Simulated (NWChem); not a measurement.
CH₉NSi₂; SMILES CN([SiH3])[SiH3]

Results from NWChem. Coordinates come from a B3LYP/6-31G* (spherical d) optimisation. Level: M06-2X/def2-SVP with SMD (1 M gas to 1 M solution), gas-phase geometry. Reactions with the solvent are ignored.

| solvent | dielectric constant | solvation free energy (kcal/mol) | cavity-dispersion-structure term (kcal/mol) | dipole in solution (D) |
|---|---|---|---|---|
| water | 78.4 | 3.2 | 4.3 | 1.15 |
| N,N-dimethylformamide | 37.2 | -0.5 | 0.6 | 1.14 |
| ethyl acetate | 5.99 | -1.3 | -0.3 | 1.09 |
| dichloromethane | 8.93 | -1.6 | -0.6 | 1.11 |
| toluene | 2.37 | -1.4 | -0.8 | 1.01 |
| tetrahydrofuran | 7.43 | -1.0 | 0.0 | 1.10 |
| 2-propanol | 19.3 | -1.3 | -0.3 | 1.13 |
